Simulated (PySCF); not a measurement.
SMILES OB(O)c1ccc([SiH3])cc1 (GFN2-xTB optimised geometry):

```
19

O     -3.382    -1.066    -0.198
B     -2.603     0.037    -0.008
O     -3.228     1.220     0.178
C     -1.023     0.006     0.000
C     -0.295     1.197     0.003
C      1.086     1.195     0.000
C      1.808     0.004    -0.004
Si     3.693     0.016     0.012
C      1.086    -1.186     0.000
C     -0.296    -1.186     0.000
H     -2.919    -1.889    -0.338
H     -4.183     1.157     0.157
H     -0.839     2.130     0.007
H      1.620     2.136    -0.002
H      4.169     0.288     1.372
H      4.176     1.061    -0.894
H      4.183    -1.293    -0.428
H      1.617    -2.128     0.001
H     -0.817    -2.136     0.007
```

Method: CAM-B3LYP/def2-SVP run with PySCF 2.14.0.

What are the frontier orbital energies and the dipole moment?

HOMO-2 -10.00 eV, HOMO-1 -8.56 eV, HOMO -8.46 eV, LUMO 0.17 eV, LUMO+1 1.04 eV; dipole moment 1.34 D.

Meta-Löwdin charges at CAM-B3LYP/def2-SVP: O1 -0.49, B2 0.41, O3 -0.48, C4 -0.11, C5 -0.08, C6 -0.09, C7 -0.21, Si8 0.52, C9 -0.10, C10 -0.09, H11 0.33, H12 0.33, H13 0.11, H14 0.10, H15 -0.11, H16 -0.10, H17 -0.11, H18 0.10, H19 0.08.
